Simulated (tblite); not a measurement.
BrH9SeSi5.
SMILES with atom numbers: `[Br:1][Si@H:2]1[SiH2:3][SiH2:4][SiH2:5][SiH2:6][Se:7]1` (hydrogens: H8 on Si2; H9, H10 on Si3; H11, H12 on Si4; H13, H14 on Si5; H15, H16 on Si6)

Computed with GFN2-xTB (tblite), gas phase: L-BFGS steps from a force-field or distance-geometry start until the largest atomic force falls under 0.01 eV/Å.

At the end of the run (lengths in Å): Si3–Si4 2.345, Si4–Si5 2.345, Si5–Si6 2.334, Si2–Si3 2.341, Si6–Se7 2.323, Br1–Si2 2.263, Si2–H8 1.458, Si2–Si3–Si4 110.6°, Si3–Si2–Se7 111.2°, Si5–Si6–Se7 110.1°, Si4–Si5–Si6 115.9°, Br1–Si2–Si3–Si4 57°, Si2–Si3–Si4–Si5 44°, Si3–Si4–Si5–Si6 -42°, H9–Si3–Si2–Br1 -69°, H8–Si2–Si3–Si4 175°.

Problem. These geometries were met on the way; a selection of coordinates is given. Order them by energy above the end point, lowest first.
A. Si3–Si4 2.322, Si4–Si5 2.333, Si5–Si6 2.332, Si2–Si3 2.331, Si6–Se7 2.331, Br1–Si2 2.244, Si2–H8 1.487, Si2–Si3–Si4 103.8°, Si3–Si2–Se7 115.6°, Si5–Si6–Se7 111.1°, Si4–Si5–Si6 110.2°, Br1–Si2–Si3–Si4 -161°, Si2–Si3–Si4–Si5 -39°, Si3–Si4–Si5–Si6 -25°, H9–Si3–Si2–Br1 78°, H8–Si2–Si3–Si4 -48°
B. Si3–Si4 2.328, Si4–Si5 2.324, Si5–Si6 2.331, Si2–Si3 2.348, Si6–Se7 2.334, Br1–Si2 2.223, Si2–H8 1.455, Si2–Si3–Si4 102.7°, Si3–Si2–Se7 112.8°, Si5–Si6–Se7 109.7°, Si4–Si5–Si6 110.3°, Br1–Si2–Si3–Si4 -163°, Si2–Si3–Si4–Si5 -42°, Si3–Si4–Si5–Si6 -24°, H9–Si3–Si2–Br1 78°, H8–Si2–Si3–Si4 -42°
C. Si3–Si4 2.340, Si4–Si5 2.342, Si5–Si6 2.331, Si2–Si3 2.345, Si6–Se7 2.335, Br1–Si2 2.248, Si2–H8 1.456, Si2–Si3–Si4 120.4°, Si3–Si2–Se7 113.3°, Si5–Si6–Se7 104.3°, Si4–Si5–Si6 110.3°, Br1–Si2–Si3–Si4 107°, Si2–Si3–Si4–Si5 0°, Si3–Si4–Si5–Si6 -26°, H9–Si3–Si2–Br1 -16°, H8–Si2–Si3–Si4 -136°
D. Si3–Si4 2.223, Si4–Si5 2.229, Si5–Si6 2.223, Si2–Si3 2.231, Si6–Se7 2.270, Br1–Si2 2.224, Si2–H8 1.489, Si2–Si3–Si4 105.7°, Si3–Si2–Se7 111.0°, Si5–Si6–Se7 108.9°, Si4–Si5–Si6 112.6°, Br1–Si2–Si3–Si4 -165°, Si2–Si3–Si4–Si5 -43°, Si3–Si4–Si5–Si6 -24°, H9–Si3–Si2–Br1 75°, H8–Si2–Si3–Si4 -40°
E. Si3–Si4 2.337, Si4–Si5 2.336, Si5–Si6 2.320, Si2–Si3 2.353, Si6–Se7 2.319, Br1–Si2 2.256, Si2–H8 1.471, Si2–Si3–Si4 117.6°, Si3–Si2–Se7 118.0°, Si5–Si6–Se7 107.1°, Si4–Si5–Si6 110.5°, Br1–Si2–Si3–Si4 145°, Si2–Si3–Si4–Si5 -16°, Si3–Si4–Si5–Si6 -29°, H9–Si3–Si2–Br1 17°, H8–Si2–Si3–Si4 -100°

Solution. C (0.104 eV), E (0.175 eV), A (0.284 eV), B (0.457 eV), D (0.849 eV).

| step | E above end (eV) | rms distance from the end, all atoms (Å) | largest force (eV/Å) | rms shift of all bonds from the end (Å) |
| --- | --- | --- | --- | --- |
| 104 | 0.104 | 0.778 | 0.116 | 0.006 |
| 86 | 0.175 | 1.130 | 0.207 | 0.008 |
| 8 | 0.284 | 1.698 | 0.452 | 0.017 |
| 4 | 0.457 | 1.695 | 0.733 | 0.018 |
| 0 | 0.849 | 1.688 | 2.042 | 0.061 |

Rows stand in the order of the answer.
